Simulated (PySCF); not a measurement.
Cyclopentanone, C₅H₈O, SMILES O=C1CCCC1 (B3LYP/def2-SVP optimised geometry):

```
14

O     -0.001    -2.219     2.154
C      0.000    -1.266     1.416
C      1.146    -0.849     0.486
C      0.773     0.558     0.000
C     -0.772     0.558     0.000
C     -1.145    -0.261     1.244
H      2.117    -0.938     0.997
H      1.159    -1.573    -0.350
H      1.199     0.808    -0.983
H      1.144     1.313     0.715
H     -1.144     0.052    -0.908
H     -1.198     1.573     0.000
H     -1.155     0.371     2.152
H     -2.117    -0.776     1.205
```

Method: B3LYP/def2-TZVP (PySCF).

**Question.** What are the frontier orbital energies and the dipole moment?

**Answer.** HOMO-2 -9.41 eV, HOMO-1 -9.32 eV, HOMO -6.77 eV, LUMO -0.78 eV, LUMO+1 0.57 eV; dipole moment 3.14 D.

On the same geometry PBE/def2-TZVP run with PySCF 2.14.0 gives HOMO-2 -8.25 eV, HOMO-1 -8.06 eV, HOMO -5.47 eV, LUMO -1.64 eV, LUMO+1 0.14 eV; dipole moment 2.97 D.

Meta-Löwdin charges at B3LYP/def2-TZVP: O1 -0.42, C2 0.39, C3 -0.25, C4 -0.19, C5 -0.19, C6 -0.25, H7 0.13, H8 0.13, H9 0.11, H10 0.10, H11 0.10, H12 0.11, H13 0.13, H14 0.13.
